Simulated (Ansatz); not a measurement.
`[Cl][SnH3]` and `[Cl][SnH2][SeH]` differ in one atom or group.

Ansatz, PBE0-D4/def2-TZVP geometries, multiplicity 1. Each molecule was computed in one conformer, which needn't be the lowest.

Elements past krypton have def2 core potentials. Scalar relativity is left out up to krypton.

```tsv
property	`[Cl][SnH3]`
HOMO–LUMO gap (PBE/def2-TZVPP) / eV	5.57
HOMO–LUMO gap (ωB97M-V/def2-TZVPP) / eV	11.63
HOMO–LUMO gap (B3LYP/def2-TZVPP) / eV	7.23
HOMO energy (PBE/def2-TZVPP) / eV	-7.27
LUMO energy (PBE0/def2-TZVPP) / eV	-0.87
LUMO energy (B3LYP/def2-TZVPP) / eV	-1.14
```

Give the same properties after the change, and the shifts. (An estimate is asked.)

Computed: 
```csv
property,`[Cl][SnH2][SeH]`,shift
HOMO–LUMO gap (PBE/def2-TZVPP) / eV,4.05,-1.52
HOMO–LUMO gap (ωB97M-V/def2-TZVPP) / eV,10.07,-1.56
HOMO–LUMO gap (B3LYP/def2-TZVPP) / eV,5.53,-1.70
HOMO energy (PBE/def2-TZVPP) / eV,-6.26,1.01
LUMO energy (PBE0/def2-TZVPP) / eV,-1.34,-0.47
LUMO energy (B3LYP/def2-TZVPP) / eV,-1.63,-0.49
```

With PBE0 the HOMO rises by 1.22 eV and the LUMO falls by 0.47 eV, so the gap narrows by about 1.69 eV. PBE moves the HOMO by 1.01 eV and ωB97M-V by 1.30 eV. The zero-point energy changes by 4.0 kJ/mol with +3 modes.

B3LYP here is the variant with VWN-RPA as its local correlation; programs differ in this.

Spin–orbit coupling is left out; it splits and shifts lone-pair levels of the heavy atoms by tenths of an eV.
